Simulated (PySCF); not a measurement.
## Bond curve of NaI⁺

Set-up: basis Na def2-SVP, I def2-SVP with ECP28; scalar-relativistic core potentials; PySCF 2.14. Energies in eV from Na⁺ + I in their ground configurations at the same level. State: ²Π (doublet), unpaired electrons π ↑.

All columns are PBE0. A positive dipole points towards I; it is taken about the centre of mass and depends on that origin.

```json
{"R (Å)": "2.728", "E (eV)": "-0.252", "μ (D)": "-8.96", "Mulliken charge on Na (basis-dependent)": "0.82", "HOMO (eV)": "-12.86", "LUMO (eV)": "-10.63", "Mayer bond order": "0.35", "⟨S²⟩": "0.75"}
{"R (Å)": "2.855", "E (eV)": "-0.358", "μ (D)": "-9.46", "Mulliken charge on Na (basis-dependent)": "0.82", "HOMO (eV)": "-12.70", "LUMO (eV)": "-10.48", "Mayer bond order": "0.35", "⟨S²⟩": "0.75"}
{"R (Å)": "2.982", "E (eV)": "-0.413", "μ (D)": "-9.98", "Mulliken charge on Na (basis-dependent)": "0.82", "HOMO (eV)": "-12.55", "LUMO (eV)": "-10.33", "Mayer bond order": "0.34", "⟨S²⟩": "0.75"}
{"R (Å)": "3.077", "E (eV)": "-0.431", "μ (D)": "-10.38", "Mulliken charge on Na (basis-dependent)": "0.82", "HOMO (eV)": "-12.44", "LUMO (eV)": "-10.22", "Mayer bond order": "0.33", "⟨S²⟩": "0.75"}
{"R (Å)": "3.172", "E (eV)": "-0.435", "μ (D)": "-10.80", "Mulliken charge on Na (basis-dependent)": "0.83", "HOMO (eV)": "-12.33", "LUMO (eV)": "-10.11", "Mayer bond order": "0.32", "⟨S²⟩": "0.75"}
{"R (Å)": "3.267", "E (eV)": "-0.429", "μ (D)": "-11.23", "Mulliken charge on Na (basis-dependent)": "0.84", "HOMO (eV)": "-12.22", "LUMO (eV)": "-10.00", "Mayer bond order": "0.30", "⟨S²⟩": "0.75"}
{"R (Å)": "3.394", "E (eV)": "-0.411", "μ (D)": "-11.81", "Mulliken charge on Na (basis-dependent)": "0.85", "HOMO (eV)": "-12.08", "LUMO (eV)": "-9.86", "Mayer bond order": "0.28", "⟨S²⟩": "0.75"}
{"R (Å)": "3.553", "E (eV)": "-0.379", "μ (D)": "-12.55", "Mulliken charge on Na (basis-dependent)": "0.87", "HOMO (eV)": "-11.91", "LUMO (eV)": "-9.69", "Mayer bond order": "0.24", "⟨S²⟩": "0.75"}
{"R (Å)": "3.743", "E (eV)": "-0.334", "μ (D)": "-13.47", "Mulliken charge on Na (basis-dependent)": "0.89", "HOMO (eV)": "-11.71", "LUMO (eV)": "-9.49", "Mayer bond order": "0.21", "⟨S²⟩": "0.75"}
{"R (Å)": "3.997", "E (eV)": "-0.274", "μ (D)": "-14.70", "Mulliken charge on Na (basis-dependent)": "0.91", "HOMO (eV)": "-11.47", "LUMO (eV)": "-9.24", "Mayer bond order": "0.17", "⟨S²⟩": "0.75"}
```

A fit through these points gives, at Re = 3.158 Å, μ = -10.74 D and dμ/dR = -4.42 D/Å; the reduced mass is 19.46 u.

How strong is the fundamental in the double-harmonic approximation, I = 42.26·(dμ/dR)²/μred km/mol?

I = 42.26·(-4.42)²/19.46 = 42.4 km/mol at PBE0.

These are scalar-relativistic numbers at best; spin–orbit coupling would shift them, the dissociation energy most. For an ion De counts to the pair picked by the measured ionisation energies or electron affinities, which need not be the lowest pair at this level. The state is the lowest determinant that a PBE0 search found; another state may lie lower at other levels.
